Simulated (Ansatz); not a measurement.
`N[SiH]([SiH3])O[SiH3]` + HBr → `N[SiH]([SiH3])Br` + silanol  (ligand exchange at the Si–O bond)

Program: Ansatz. Geometries: PBE0-D4/def2-TZVP. ΔE: electronic, gas phase. CCSD(T)/CBS is the MP2 limit (def2-TZVPP, def2-QZVPP) plus CCSD(T) − MP2 in def2-TZVPP, frozen cores. Functionals use def2-TZVPP. For Br outer-core shells are correlated without core-valence functions, which leaves a few kJ/mol of doubt a bond. Scalar relativity is left out up to krypton. Each species was taken in one conformer, which may not be the lowest.

(1) Is it downhill or uphill in electronic energy at CCSD(T)/CBS, and by how much? (An estimate is asked.)

(2) What do these levels give: PBE0-D4, B2PLYP, PBE, MP2/def2-TZVPP, SCS-MP2/def2-TZVPP, CCSD/CBS(def2)? (An estimate is asked.)

Largest T1 diagnostic among the species: 0.012.

Results:

(1) Computed: Uphill: ΔE = +10.9 kJ/mol.

(2) Ansatz gave: PBE0-D4 4.9, B2PLYP 13.1, PBE -0.8, MP2/def2-TZVPP 10.8, SCS-MP2/def2-TZVPP 15.2, CCSD/CBS(def2) 12.2 kJ/mol.

The D4 term adds +4.8 kJ/mol with B3LYP and +3.2 kJ/mol with PBE0; it sums over pairs of atoms, weighted by their polarisabilities, and B3LYP, whose exchange is more repulsive, gets the larger term.

B3LYP here is the variant with VWN-RPA as its local correlation; programs differ in this.
